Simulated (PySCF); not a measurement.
Isomers of C6H11NO, from PySCF 2.14.0, PBE0-D3(BJ)/def2-SVP geometry optimisation, gas phase. One conformer each, no zero-point energy, no frequencies.

Problem. Which isomer lies lower at this level?
A. `[CH3:1][N:2]([CH3:3])[C:4](=[O:5])[CH:6]1[CH2:7][CH2:8]1` with N2–C4–C6–C7 -155°: A = 4007, B = 1412, C = 1152 MHz, dipole 3.52 D
B. `[CH2:1]=[CH:2][C@@H:3]([CH2:4][CH3:5])[C:6]([NH2:7])=[O:8]` with C1–C2–C3–C4 121°, C2–C3–C4–C5 -164°, C2–C3–C6–N7 53°, C3–C6–N7–H -176° and -12°: A = 2326, B = 1795, C = 1125 MHz, dipole 3.32 D

Solution. B. That is `C=C[C@@H](CC)C(N)=O`, 9.3 kcal/mol below the other.

| SMILES | mapped SMILES | E (Eh) | relative (kcal/mol) | relative (kJ/mol) | dipole (D) |
| --- | --- | --- | --- | --- | --- |
| C=C[C@@H](CC)C(N)=O | [CH2:1]=[CH:2][C@@H:3]([CH2:4][CH3:5])[C:6]([NH2:7])=[O:8] | -364.56084 | 0.0 | 0.0 | 3.32 |
| CN(C)C(=O)C1CC1 | [CH3:1][N:2]([CH3:3])[C:4](=[O:5])[CH:6]1[CH2:7][CH2:8]1 | -364.54600 | 9.3 | 39.0 | 3.52 |

As drawn, the lower has an N–H bond and a C=C bond outside aromatic rings, which the higher lacks; the higher has a three-membered ring, which the lower lacks.
